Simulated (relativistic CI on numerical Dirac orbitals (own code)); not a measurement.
Ligand-field terms of d3

Computed with a parametric ligand-field model of a d^n configuration (Racah B and C, spin-orbit zeta, crystal field), exact diagonalisation.

Field parameters in Wybourne normalisation: Oh B⁴₀ = 21Dq, B⁴₄ = √(5/14) B⁴₀. The field is a parameter set, without covalency.

B = 330 cm⁻¹, C = 1610 cm⁻¹ (C/B = 4.88), Oh, no spin-orbit coupling. Tanabe-Sugano data, E/B above the lowest term (Δ = |10Dq|; b, c mark the second and third term of a kind):

```
 Δ/B   4A2    4T2    4T1  4T1(b)     2E    2T1    2T2
 1.0  0.00   1.00   1.79   16.21  19.54  19.60  19.99
 3.0  0.00   3.00   5.29   18.71  20.41  20.84  22.47
 5.0  0.00   5.00   8.68   21.32  20.83  21.49  24.69
 7.0  0.00   7.00  11.92   24.08  21.09  21.88  26.58
 9.0  0.00   9.00  15.00   27.00  21.28  22.13  28.02
11.0  0.00  11.00  17.92   30.08  21.43  22.31  29.07
13.0  0.00  13.00  20.68   33.32  21.55  22.45  29.90
15.0  0.00  15.00  23.29   36.71  21.66  22.57  30.60
17.0  0.00  17.00  25.79   40.21  21.75  22.66  31.20
19.0  0.00  19.00  28.19   43.81  21.83  22.73  31.74
21.0  0.00  21.00  30.51   47.49  21.91  22.80  32.21
23.0  0.00  23.00  32.78   51.22  21.98  22.85  32.63
25.0  0.00  25.00  35.00   55.00  22.04  22.90  33.02
27.0  0.00  27.00  37.18   58.82  22.09  22.95  33.36
29.0  0.00  29.00  39.34   62.66  22.15  22.98  33.67
31.0  0.00  31.00  41.47   66.53  22.20  23.02  33.96
33.0  0.00  33.00  43.58   70.42  22.24  23.05  34.22
35.0  0.00  35.00  45.68   74.32  22.29  23.08  34.46
37.0  0.00  37.00  47.77   78.23  22.33  23.10  34.67
39.0  0.00  39.00  49.84   82.16  22.36  23.12  34.87
41.0  0.00  41.00  51.91   86.09  22.40  23.15  35.06
43.0  0.00  43.00  53.97   90.03  22.43  23.16  35.23
45.0  0.00  45.00  56.03   93.97  22.46  23.18  35.39
47.0  0.00  47.00  58.08   97.92  22.49  23.20  35.54
```

The ground term stays 4A2.
